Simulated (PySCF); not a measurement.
PySCF job for Zn(Br)(Me) (CH3BrZn), SMILES [CH3][Zn][Br], B3LYP-D3(BJ)/def2-SVP. Coordinates come from a B3LYP-D3(BJ)/def2-SVP optimisation. The structure was generated by enumeration; whether it is a known compound was not checked.

```python
import numpy as np
from pyscf import gto, scf, dft, df
from pyscf.hessian import thermo

mol = gto.M(
    atom='''
    Zn   -0.00000000    0.00000000   -0.81944658
    Br    0.00000000   -0.00000000    1.44588066
    C     0.00000000   -0.00000000   -2.76327521
    H    -0.89353720   -0.51588395   -3.14759140
    H     0.89353720   -0.51588395   -3.14759139
    H     0.00000001    1.03176789   -3.14759140
    ''',
    basis='def2-SVP',
    charge=0,
    spin=0,
    max_memory=1600,
    verbose=3,
)
mf = dft.RKS(mol, xc='b3lyp').density_fit(auxbasis='def2-universal-jkfit')
mf.disp = 'd3bj'
mf.grids.level = 3
mf.conv_tol = 1e-11
mf.max_cycle = 100
mf.kernel()

# [left out here: the lines that compute and print the analytic Hessian (its translational invariance restored by hand, since the grid's response is missing), thermochemistry and intensities]
```

It prints:

```
converged SCF energy = -4393.00718574912

WARN: DFTD3 does not support analytical Hessian, using finite difference


WARN: Mole.unit (angstrom) is changed to Bohr

Mode                                 0                   1                   2
Irrep
Freq [cm^-1]                      104.0009            104.0093            281.7059
Reduced mass [au]                   4.3436              4.3437             18.7742
Force const [Dyne/A]                0.0277              0.0277              0.8778
Char temp [K]                     149.6341            149.6462            405.3121
Normal mode                   x     y     z       x     y     z       x     y     z
       0  Zn                -0.01 -0.08  0.00    0.08 -0.01  0.00    0.00 -0.00 -0.07
       1  Br                 0.00  0.03 -0.00   -0.03  0.00 -0.00   -0.00  0.00  0.08
       2   C                 0.02  0.16 -0.00   -0.16  0.02 -0.00   -0.00  0.00 -0.11
       3   H                 0.02  0.23 -0.10   -0.23  0.03  0.13   -0.00 -0.00 -0.10
       4   H                 0.03  0.23 -0.07   -0.23  0.02 -0.15    0.00 -0.00 -0.10
       5   H                 0.02  0.22  0.17   -0.23  0.02  0.02    0.00  0.00 -0.10
Mode                                 3                   4                   5
Irrep
Freq [cm^-1]                      569.0280            700.5699            700.5758
Reduced mass [au]                   4.6945              1.2034              1.2034
Force const [Dyne/A]                0.8956              0.3480              0.3480
Char temp [K]                     818.7046           1007.9641           1007.9726
Normal mode                   x     y     z       x     y     z       x     y     z
       0  Zn                -0.00  0.00 -0.06   -0.00 -0.01 -0.00   -0.01  0.00  0.00
       1  Br                 0.00  0.00  0.01    0.00  0.00  0.00    0.00 -0.00 -0.00
       2   C                 0.00 -0.00  0.22    0.01  0.12  0.00    0.12 -0.01 -0.00
       3   H                -0.00 -0.00  0.23    0.02 -0.21  0.41   -0.17  0.06  0.55
       4   H                 0.00 -0.00  0.23   -0.06 -0.22  0.27   -0.17 -0.01 -0.63
       5   H                -0.00  0.00  0.23   -0.03 -0.15 -0.68   -0.24  0.02  0.08
Mode                                 6                   7                   8
Irrep
Freq [cm^-1]                     1196.8498           1431.1350           1431.1377
Reduced mass [au]                   1.2155              1.0552              1.0552
Force const [Dyne/A]                1.0259              1.2733              1.2733
Char temp [K]                    1722.0004           2059.0846           2059.0885
Normal mode                   x     y     z       x     y     z       x     y     z
       0  Zn                 0.00 -0.00  0.00   -0.00 -0.00  0.00    0.00 -0.00  0.00
       1  Br                -0.00 -0.00 -0.00    0.00  0.00  0.00   -0.00  0.00  0.00
       2   C                -0.00  0.00 -0.12   -0.01 -0.06 -0.00    0.06 -0.01 -0.00
       3   H                -0.18 -0.10  0.48   -0.37  0.44  0.18   -0.11  0.44 -0.24
       4   H                 0.18 -0.10  0.48    0.38  0.54  0.11   -0.01 -0.31  0.28
       5   H                 0.00  0.20  0.48    0.10 -0.16 -0.30   -0.71 -0.02 -0.04
Mode                                 9                  10                  11
Irrep
Freq [cm^-1]                     3036.5337           3136.8915           3136.8965
Reduced mass [au]                   1.0322              1.1030              1.1030
Force const [Dyne/A]                5.6075              6.3949              6.3949
Char temp [K]                    4368.8959           4513.2885           4513.2957
Normal mode                   x     y     z       x     y     z       x     y     z
       0  Zn                 0.00 -0.00  0.00   -0.00 -0.00 -0.00    0.00 -0.00 -0.00
       1  Br                -0.00  0.00 -0.00   -0.00 -0.00  0.00    0.00 -0.00 -0.00
       2   C                -0.00 -0.00 -0.05   -0.09 -0.00  0.00    0.00 -0.09  0.00
       3   H                 0.47  0.27  0.18    0.56  0.33  0.24    0.29  0.15  0.12
       4   H                -0.47  0.27  0.18    0.52 -0.31 -0.23   -0.35  0.18  0.15
       5   H                 0.00 -0.54  0.18   -0.02  0.04 -0.01    0.00  0.72 -0.27
temperature 298.1500 [K]
pressure 101325.00 [Pa]
Rotational constants [GHz] 156.98979 1.52260 1.52260
Symmetry number 3
Zero-point energy (ZPE) 0.03606 [Eh]   94680.443 [J/mol]
                           tot       elec      trans        rot        vib
Entropy [J/mol/K]       304.199      0.000    172.067     92.513     39.620
Cv [J/mol/K]             61.560      0.000     12.472     12.472     36.617
Cp [J/mol/K]             69.875      0.000     20.786     12.472     36.617
Internal energy [J/mol]                      3718.434   3718.434 100798.463
Internal energy [Eh]   -4392.96596  -4393.00719
Enthalpy [J/mol]                             6197.391   3718.434 100798.463
Enthalpy [Eh]          -4392.96502
Gibbs free energy [J/mol]                  -45104.283 -23864.177  88985.891
Gibbs free energy [Eh] -4392.99956
static polarisability / bohr^3: [[ 3.3013e+01 -0.0000e+00 -0.0000e+00]
 [ 0.0000e+00  3.3013e+01 -1.0000e-03]
 [ 0.0000e+00  0.0000e+00  7.3112e+01]]
largest difference of analytic and finite-field dipole derivatives / e: 0.0007973933223726082
mode   freq/cm-1   IR/(km/mol)   Raman/(A^4/amu)   depolarisation
   1      104.00         4.251             0.351            0.750
   2      104.01         4.251             0.350            0.750
   3      281.71        19.177            12.385            0.271
   4      569.03        23.657            16.665            0.243
   5      700.57        34.900             0.033            0.750
   6      700.58        34.899             0.033            0.750
   7     1196.85         0.841            16.150            0.196
   8     1431.14         1.762            12.267            0.750
   9     1431.14         1.761            12.267            0.750
  10     3036.53        10.020           156.555            0.000
  11     3136.89         4.588           112.965            0.750
  12     3136.90         4.588           112.973            0.750
max |gradient| / (hartree/bohr): 3.860211785078273e-05
APT charges: [ 0.8342 -0.5634 -0.2449 -0.0086 -0.0086 -0.0086]
```

The run converged.

Cost: very roughly 2.1 core-minutes.
